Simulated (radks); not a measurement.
Spherical quantum dot in the effective-mass picture: electrons in a parabolic well V = omega^2 r^2 / 2 with omega = 0.248, with a point charge +1 (a donor) at the centre, all in effective atomic units (hartree* = m*/eps^2 hartree, bohr* = eps/m* bohr), one dielectric constant everywhere. Method: non-relativistic Kohn-Sham, PBE, spin-polarised, spherical densities; computed with a radial shooting solver with Libxc functionals. Levels are named by radial order and angular momentum (1s, 1p, 1d, 2s, ...), and open shells are averaged over m.

N = 25, configuration 1s2 1p6 1d10 2s2 1f(up 5, down 0). This is the lowest configuration that the search found. Occupied levels:

level,occupation,eigenvalue (hartree*),<r> (bohr*)
1s down,1,4.5890,2.505
1s up,1,4.5904,2.646
1p up,3,4.7166,5.289
1p down,3,4.7318,5.096
2s up,1,4.7355,4.820
2s down,1,4.7532,4.820
1d up,5,4.7982,5.870
1d down,5,4.8197,5.758
1f up,5,4.8935,6.279

Energy (hartree*): total 69.6907, kinetic 4.7081, external 18.885, Hartree 51.483, exchange-correlation -5.3848.

Electron density:

r (bohr*),n(r) (e/bohr*^3)
0.514,0.1730
1.37,0.03953
2.23,0.01457
3.09,0.01222
3.95,0.01501
4.81,0.01711
5.67,0.01577
6.53,0.01086
7.38,0.005115
8.24,0.001533
9.10,0.0002998
9.96,0.00003758
10.8,2.985e-06
